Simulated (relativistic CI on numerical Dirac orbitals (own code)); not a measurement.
Energy levels of Nb XIV

Calculated at this level of theory: Dirac-Coulomb-Breit CI, separate exchange-only KLI orbitals for each configuration, model QED (radiative potential, 1s self-energy scaled to tabulated hydrogen-like ionisation energies), unscaled Slater integrals (own radial code, finite nucleus).

Configurations in the expansion (outside the closed core [Ne] 3s2): 3p6.3d10, 3p6.3d9.4s, 3p6.3d9.4p, 3p6.3d9.4d, 3p6.3d8.4s2, 3p6.3d8.4s.4p, 3p6.3d9.4f, 3p6.3d9.5s, 3p6.3d8.4p2, 3p6.3d9.5p, 3p5.3d10.4s, 3p6.3d8.4s.4d, 3p6.3d9.5d, 3p6.3d8.4p.4d, 3p5.3d10.4p, 3p6.3d9.5f. Levels of other configurations are missing.

```csv
No.,Configuration,Term,J,E (eV),%,Next component (%),Lifetime (s),jj configuration (%)
1,3p6.3d10,1S,0,0.000,100,,,closed (100)
2,3p6.3d9.4s,3D,3,185.519,100,,,3d5/2^5 4s (100)
3,3p6.3d9.4s,3D,2,186.124,61,39 1D,1.90e-07,3d5/2^5 4s (95)
4,3p6.3d9.4s,3D,1,188.395,100,,6.56e-03,3d3/2^3 3d5/2^6 4s (100)
5,3p6.3d9.4s,1D,2,189.008,61,39 3D,1.17e-07,3d3/2^3 3d5/2^6 4s (95)
6,3p6.3d9.4p,3P°,2,212.993,82,14 3D°,1.41e-10,3d5/2^5 4p1/2 (87)
7,3p6.3d9.4p,3F°,3,214.004,55,33 1F°,1.31e-10,3d5/2^5 4p1/2 (98)
8,3p6.3d9.4p,3P°,1,216.240,85,15 3D°,1.16e-10,3d5/2^5 4p3/2 (41)
9,3p6.3d9.4p,3F°,2,216.367,88,7 3D°,1.27e-10,3d3/2^3 3d5/2^6 4p1/2 (87)
10,3p6.3d9.4p,3F°,4,216.925,100,,9.23e-11,3d5/2^5 4p3/2 (100)
11,3p6.3d9.4p,1D°,2,218.184,66,21 3D°,9.08e-11,3d5/2^5 4p3/2 (78)
12,3p6.3d9.4p,3P°,0,218.382,100,,1.06e-10,3d3/2^3 3d5/2^6 4p3/2 (100)
13,3p6.3d9.4p,3D°,3,218.696,72,28 1F°,8.20e-11,3d5/2^5 4p3/2 (97)
14,3p6.3d9.4p,1P°,1,218.748,81,17 3D°,2.94e-12,3d3/2^3 3d5/2^6 4p1/2 (56)
15,3p6.3d9.4p,3F°,3,220.390,45,39 1F°,9.07e-11,3d3/2^3 3d5/2^6 4p3/2 (98)
16,3p6.3d9.4p,3D°,1,220.869,68,19 1P°,1.15e-11,3d3/2^3 3d5/2^6 4p3/2 (80)
17,3p6.3d9.4p,3D°,2,221.422,58,30 1D°,8.21e-11,3d3/2^3 3d5/2^6 4p3/2 (96)
18,3p6.3d9.4d,3S,1,260.028,87,11 3P,2.35e-11,3d5/2^5 4d3/2 (57)
19,3p6.3d9.4d,3G,4,262.541,61,38 1G,1.93e-11,3d5/2^5 4d3/2 (96)
20,3p6.3d9.4d,3P,2,262.644,65,33 3D,1.99e-11,3d5/2^5 4d3/2 (75)
21,3p6.3d9.4d,1P,1,262.739,52,25 3P,2.28e-11,3d5/2^5 4d5/2 (61)
22,3p6.3d9.4d,3G,5,262.763,100,,2.20e-11,3d5/2^5 4d5/2 (100)
23,3p6.3d9.4d,3D,3,263.372,70,23 3F,2.01e-11,3d5/2^5 4d3/2 (66)
24,3p6.3d9.4d,3G,3,263.920,35,34 1F,2.07e-11,3d5/2^5 4d5/2 (62)
25,3p6.3d9.4d,3P,0,264.147,100,,2.03e-11,3d3/2^3 3d5/2^6 4d3/2 (54)
26,3p6.3d9.4d,3D,2,264.204,31,31 1D,2.11e-11,3d5/2^5 4d5/2 (65)
27,3p6.3d9.4d,3F,4,264.398,70,24 1G,2.15e-11,3d5/2^5 4d5/2 (94)
28,3p6.3d9.4d,1P,1,264.843,42,42 3P,2.23e-11,3d3/2^3 3d5/2^6 4d5/2 (47)
29,3p6.3d9.4d,3G,3,265.493,58,30 1F,1.93e-11,3d3/2^3 3d5/2^6 4d3/2 (82)
30,3p6.3d9.4d,3D,1,265.761,73,21 3P,2.09e-11,3d3/2^3 3d5/2^6 4d3/2 (54)
31,3p6.3d9.4d,1G,4,266.254,38,34 3G,2.18e-11,3d3/2^3 3d5/2^6 4d5/2 (94)
32,3p6.3d9.4d,3D,2,266.792,35,31 3F,2.17e-11,3d3/2^3 3d5/2^6 4d5/2 (90)
33,3p6.3d9.4d,3F,2,267.082,53,45 1D,1.88e-11,3d3/2^3 3d5/2^6 4d3/2 (96)
34,3p6.3d9.4d,3F,3,267.311,53,35 1F,2.14e-11,3d3/2^3 3d5/2^6 4d5/2 (94)
35,3p6.3d9.4d,1S,0,283.673,96,3 3p6.3d9.5d 1S,7.13e-12,3d5/2^5 4d5/2 (52)
36,3p6.3d9.4f,3P°,0,306.424,100,,1.97e-11,3d5/2^5 4f5/2 (100)
37,3p6.3d9.4f,3P°,1,306.726,92,7 3D°,1.60e-11,3d5/2^5 4f5/2 (75)
38,3p6.3d9.4f,3P°,2,307.238,70,18 3D°,2.02e-11,3d5/2^5 4f7/2 (70)
39,3p6.3d9.4f,3H°,6,307.572,100,,2.04e-11,3d5/2^5 4f7/2 (100)
40,3p6.3d9.4f,3H°,5,307.804,57,42 1H°,1.98e-11,3d5/2^5 4f5/2 (97)
41,3p6.3d9.4f,1D°,2,308.390,39,35 3F°,1.98e-11,3d5/2^5 4f5/2 (77)
42,3p6.3d9.4f,3D°,3,308.438,61,36 3F°,1.97e-11,3d5/2^5 4f7/2 (51)
43,3p6.3d9.4f,3F°,4,308.724,82,11 3G°,2.01e-11,3d5/2^5 4f7/2 (85)
44,3p6.3d9.4f,1G°,4,308.856,37,35 3H°,1.97e-11,3d5/2^5 4f5/2 (79)
45,3p6.3d9.4f,3G°,5,308.945,70,20 1H°,2.02e-11,3d5/2^5 4f7/2 (94)
46,3p6.3d9.4f,1F°,3,309.200,42,24 3F°,1.99e-11,3d5/2^5 4f5/2 (51)
47,3p6.3d9.4f,3D°,1,309.416,90,7 3P°,4.15e-12,3d5/2^5 4f7/2 (41)
48,3p6.3d9.4f,3D°,2,310.342,42,30 3P°,2.02e-11,3d3/2^3 3d5/2^6 4f7/2 (83)
49,3p6.3d9.4f,3H°,4,310.809,65,20 1G°,1.97e-11,3d3/2^3 3d5/2^6 4f5/2 (88)
50,3p6.3d9.4f,1H°,5,310.976,37,33 3H°,2.03e-11,3d3/2^3 3d5/2^6 4f7/2 (95)
51,3p6.3d9.4f,3F°,2,311.351,65,21 1D°,1.97e-11,3d3/2^3 3d5/2^6 4f5/2 (91)
52,3p6.3d9.4f,3F°,3,311.607,40,24 3D°,2.01e-11,3d3/2^3 3d5/2^6 4f7/2 (95)
53,3p6.3d9.4f,3G°,4,311.954,45,36 1G°,2.01e-11,3d3/2^3 3d5/2^6 4f7/2 (95)
54,3p6.3d9.4f,3G°,3,312.161,59,37 1F°,1.95e-11,3d3/2^3 3d5/2^6 4f5/2 (98)
55,3p6.3d9.4f,1P°,1,316.457,95,3 3D°,1.92e-13,3d3/2^3 3d5/2^6 4f5/2 (59)
56,3p6.3d9.5s,3D,3,317.167,100,,6.39e-12,3d5/2^5 5s (100)
57,3p6.3d9.5s,1D,2,317.404,53,47 3D,6.38e-12,3d5/2^5 5s (99)
58,3p6.3d9.5s,3D,1,320.049,100,,6.40e-12,3d3/2^3 3d5/2^6 5s (100)
59,3p6.3d9.5s,3D,2,320.233,53,47 1D,6.41e-12,3d3/2^3 3d5/2^6 5s (99)
60,3p6.3d9.5p,3P°,2,329.016,81,15 3D°,8.43e-12,3d5/2^5 5p1/2 (85)
61,3p6.3d9.5p,3F°,3,329.569,51,36 1F°,1.12e-11,3d5/2^5 5p1/2 (98)
62,3p6.3d9.5p,3F°,4,330.814,100,,1.26e-11,3d5/2^5 5p3/2 (100)
63,3p6.3d9.5p,3P°,1,330.875,61,29 1P°,6.23e-12,3d5/2^5 5p3/2 (88)
64,3p6.3d9.5p,1D°,2,331.136,43,27 3D°,1.15e-11,3d5/2^5 5p3/2 (82)
65,3p6.3d9.5p,3D°,3,331.528,77,22 1F°,1.24e-11,3d5/2^5 5p3/2 (99)
66,3p6.3d9.5p,3F°,2,332.377,73,27 1D°,1.13e-11,3d3/2^3 3d5/2^6 5p1/2 (94)
67,3p6.3d9.5p,1P°,1,332.724,66,17 3P°,4.76e-12,3d3/2^3 3d5/2^6 5p1/2 (86)
68,3p6.3d9.5p,3P°,0,333.035,99,1 3p5.3d10.4s 3P°,1.01e-11,3d3/2^3 3d5/2^6 5p3/2 (99)
69,3p6.3d9.5p,3F°,3,333.911,48,42 1F°,1.25e-11,3d3/2^3 3d5/2^6 5p3/2 (100)
70,3p6.3d9.5p,3D°,1,333.963,75,21 3P°,1.11e-11,3d3/2^3 3d5/2^6 5p3/2 (87)
```

Energies count from the lowest computed level; ° marks odd parity; lifetimes are radiative, by E1, M1, E2, M2 decay to levels of this space only; some are left blank where a channel outside the calculation adds to the decay or the decay crosses a small, uncertain gap. Filled j subshells are mostly left out of the jj labels.

The mean weight of the leading LS term, summed over parents, in these 70 levels is 69 %, and that of the leading jj configuration (from the same eigenvectors) 84 %, so jj coupling describes them better and the LS labels are nominal.

At this charge energies of transitions that change n are usually good to better than 1 %, and those within a shell (Δn = 0) to a few per cent.

LS names give the leading component of a level, which can be under half, so a name can repeat, a term be missing and a line seem to break the LS rules.
